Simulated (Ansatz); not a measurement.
Ideal-gas functions of `O=C[SiH](O)Cl` at 298.15 K and 1 bar, from an Ansatz frequency run at PBE0-D4/def2-TZVP.

Molar mass 110.57 g/mol, point group C1 (symmetry number 1), electronic degeneracy 1, moments of inertia 102.167, 237.073, 296.937 u Å². Harmonic wavenumbers (cm⁻¹, unscaled): 78, 149, 185, 261, 366, 429, 546, 631, 755, 816, 903, 916, 962, 1380, 1767, 2275, 2883, 3837.

Use S(trans) = R[1.5 ln M + 2.5 ln T − 1.1517]; rotational temperatures θ = 24.2544 K / I; S(rot) = R[ln(√π/σ · √(T³/θAθBθC)) + 1.5]; for each mode x = 1.438777 ν̃/T, S = R[x/(eˣ − 1) − ln(1 − e⁻ˣ)] and H = RT x/(eˣ − 1); 1 cm⁻¹ = 0.0119627 kJ/mol; R = 8.31446 J/(mol·K).

Question: By hand: the entropy, in J/(mol·K).

Answer: Translation 167.5. Rotation: θ = 0.2374, 0.1023, 0.0817 K, giving 114.2. Vibration, mode by mode: 16.49, 11.23, 9.53, 6.92, 4.59, 3.61, 2.31, 1.67, 1.03, 0.81, 0.58, 0.55, 0.46, 0.08, 0.02, 0.00, 0.00, 0.00, in all 59.9. Electronic 0.0. Sum 341.6 J/(mol·K).

Question: By hand: H − E and G − E in kJ/mol, counted from the electronic energy.

Answer: Zero-point energy ½ × 19139 × 0.0119627 = 114.5; thermal vibration 9.9; translation, rotation and pV give 4 RT = 9.9. H − E = 134.3 kJ/mol, and G − E = 134.3 − 298.15 × 341.6/1000 = 32.5 kJ/mol.

Vibration gives 18 % of the entropy, 27.7 J/(mol·K) of it from the modes under 150 cm⁻¹: soft modes count most, and the harmonic formula is weakest for them. The sum counts one conformer and one mirror image; others add a mixing term.
